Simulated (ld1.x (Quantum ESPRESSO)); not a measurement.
Scattering properties, RRKJ potential for nickel

Ni (Z = 28), norm-conserving RRKJ (Kleinman–Bylander form), made with ld1.x (Quantum ESPRESSO) 7.5 (PBEsol, fully relativistic). Core [Ne], reference 3s2 3p6 3d8 4s1.75 4p0.25. Waves: 3s (bound): rc 0.85 bohr; 3p (bound): rc 1.00 bohr; 3d (bound): rc 1.60 bohr. Local part: all-electron potential smoothed inside 1.30 bohr (lloc = -2). Core correction: Bessel-smoothed model core inside 0.65 bohr.

Open shells are filled in proportion to 2j + 1 (rel_dist='average').

Occupied shells without a wave of their own: 4p, 4s. They enter only through the test configuration that unscreens the potential, and ld1.x also counts them in the model core charge.

The phase is arctan(r·u′/u) with u = r·R(r), unwrapped; energies in Ry, scanned from -10 to 5 Ry. A pole is an energy at which the radial function vanishes at the test radius. The pseudo phase is shifted by a multiple of π to meet the all-electron one at the reference energy, and phase errors are pseudo minus all-electron; the curves can meet again beyond the range given. Levels narrower than the energy grid can be missing from the lists of poles.

**Question.** For each channel, where are the poles, and over which energies does the pseudopotential scatter like the atom?

**Answer.**

```tsv
channel	radius (bohr)	reference energy (Ry)	poles, all-electron	poles, pseudo	unbroken range about the reference energy with phases within 0.05 rad	phase error 1 Ry above the reference energy (rad)
s	1.75	-8.18	-8.06	-8.06	the whole range	+0.000
p1/2	1.75	-5.38	-5.19	-5.19	below 0.7	+0.001
p3/2	1.75	-5.22	-5.01	-5.01	below 0.8	+0.001
d3/2	1.75	-0.70	-0.16	-0.14	below 1.8	+0.013
d5/2	1.75	-0.69	-0.13	-0.12	below 1.9	+0.013
```

ld1.x takes every shell without a wave as core, so the model core holds the 4p, 4s electrons as well and exchange and correlation see them twice. This cancels in the reference configuration, but the file is broken for other ones, and its errors say nothing about a proper core correction.

Phases in the p3/2 channel:

```json
{"E (Ry)": "-10.00", "all-electron": "1.374", "pseudo": "1.374"}
{"E (Ry)": "-9.76", "all-electron": "1.371", "pseudo": "1.371"}
{"E (Ry)": "-9.52", "all-electron": "1.367", "pseudo": "1.367"}
{"E (Ry)": "-9.28", "all-electron": "1.363", "pseudo": "1.364"}
{"E (Ry)": "-9.04", "all-electron": "1.359", "pseudo": "1.360"}
{"E (Ry)": "-8.80", "all-electron": "1.355", "pseudo": "1.355"}
{"E (Ry)": "-8.56", "all-electron": "1.351", "pseudo": "1.351"}
{"E (Ry)": "-8.32", "all-electron": "1.345", "pseudo": "1.346"}
{"E (Ry)": "-8.08", "all-electron": "1.340", "pseudo": "1.340"}
{"E (Ry)": "-7.84", "all-electron": "1.333", "pseudo": "1.334"}
{"E (Ry)": "-7.60", "all-electron": "1.326", "pseudo": "1.327"}
{"E (Ry)": "-7.36", "all-electron": "1.318", "pseudo": "1.318"}
{"E (Ry)": "-7.12", "all-electron": "1.308", "pseudo": "1.309"}
{"E (Ry)": "-6.88", "all-electron": "1.296", "pseudo": "1.296"}
{"E (Ry)": "-6.64", "all-electron": "1.280", "pseudo": "1.281"}
{"E (Ry)": "-6.40", "all-electron": "1.259", "pseudo": "1.259"}
{"E (Ry)": "-6.16", "all-electron": "1.226", "pseudo": "1.227"}
{"E (Ry)": "-5.92", "all-electron": "1.168", "pseudo": "1.169"}
{"E (Ry)": "-5.68", "all-electron": "1.026", "pseudo": "1.027"}
{"E (Ry)": "-5.44", "all-electron": "0.253", "pseudo": "0.256"}
{"E (Ry)": "-5.20", "all-electron": "-1.353", "pseudo": "-1.353"}
{"E (Ry)": "-4.96", "all-electron": "-1.603", "pseudo": "-1.602"}
{"E (Ry)": "-4.72", "all-electron": "-1.684", "pseudo": "-1.683"}
{"E (Ry)": "-4.48", "all-electron": "-1.726", "pseudo": "-1.726"}
{"E (Ry)": "-4.24", "all-electron": "-1.754", "pseudo": "-1.753"}
{"E (Ry)": "-4.00", "all-electron": "-1.775", "pseudo": "-1.774"}
{"E (Ry)": "-3.76", "all-electron": "-1.793", "pseudo": "-1.791"}
{"E (Ry)": "-3.52", "all-electron": "-1.808", "pseudo": "-1.806"}
{"E (Ry)": "-3.28", "all-electron": "-1.822", "pseudo": "-1.820"}
{"E (Ry)": "-3.04", "all-electron": "-1.836", "pseudo": "-1.834"}
{"E (Ry)": "-2.80", "all-electron": "-1.850", "pseudo": "-1.848"}
{"E (Ry)": "-2.56", "all-electron": "-1.864", "pseudo": "-1.861"}
{"E (Ry)": "-2.32", "all-electron": "-1.879", "pseudo": "-1.876"}
{"E (Ry)": "-2.08", "all-electron": "-1.895", "pseudo": "-1.891"}
{"E (Ry)": "-1.84", "all-electron": "-1.912", "pseudo": "-1.907"}
{"E (Ry)": "-1.60", "all-electron": "-1.931", "pseudo": "-1.925"}
{"E (Ry)": "-1.36", "all-electron": "-1.951", "pseudo": "-1.945"}
{"E (Ry)": "-1.12", "all-electron": "-1.974", "pseudo": "-1.966"}
{"E (Ry)": "-0.88", "all-electron": "-2.000", "pseudo": "-1.990"}
{"E (Ry)": "-0.64", "all-electron": "-2.029", "pseudo": "-2.018"}
{"E (Ry)": "-0.40", "all-electron": "-2.063", "pseudo": "-2.049"}
{"E (Ry)": "-0.16", "all-electron": "-2.103", "pseudo": "-2.085"}
{"E (Ry)": "0.08", "all-electron": "-2.150", "pseudo": "-2.127"}
{"E (Ry)": "0.32", "all-electron": "-2.207", "pseudo": "-2.178"}
{"E (Ry)": "0.56", "all-electron": "-2.276", "pseudo": "-2.239"}
{"E (Ry)": "0.80", "all-electron": "-2.361", "pseudo": "-2.312"}
{"E (Ry)": "1.04", "all-electron": "-2.468", "pseudo": "-2.404"}
{"E (Ry)": "1.28", "all-electron": "-2.603", "pseudo": "-2.518"}
{"E (Ry)": "1.52", "all-electron": "-2.771", "pseudo": "-2.659"}
{"E (Ry)": "1.76", "all-electron": "-2.973", "pseudo": "-2.832"}
{"E (Ry)": "2.00", "all-electron": "-3.200", "pseudo": "-3.035"}
{"E (Ry)": "2.24", "all-electron": "-3.433", "pseudo": "-3.257"}
{"E (Ry)": "2.48", "all-electron": "-3.648", "pseudo": "-3.478"}
{"E (Ry)": "2.72", "all-electron": "-3.831", "pseudo": "-3.678"}
{"E (Ry)": "2.96", "all-electron": "-3.980", "pseudo": "-3.849"}
{"E (Ry)": "3.20", "all-electron": "-4.099", "pseudo": "-3.988"}
{"E (Ry)": "3.44", "all-electron": "-4.193", "pseudo": "-4.099"}
{"E (Ry)": "3.68", "all-electron": "-4.269", "pseudo": "-4.189"}
{"E (Ry)": "3.92", "all-electron": "-4.331", "pseudo": "-4.262"}
{"E (Ry)": "4.16", "all-electron": "-4.382", "pseudo": "-4.322"}
{"E (Ry)": "4.40", "all-electron": "-4.425", "pseudo": "-4.371"}
{"E (Ry)": "4.64", "all-electron": "-4.461", "pseudo": "-4.413"}
{"E (Ry)": "4.88", "all-electron": "-4.492", "pseudo": "-4.448"}
```
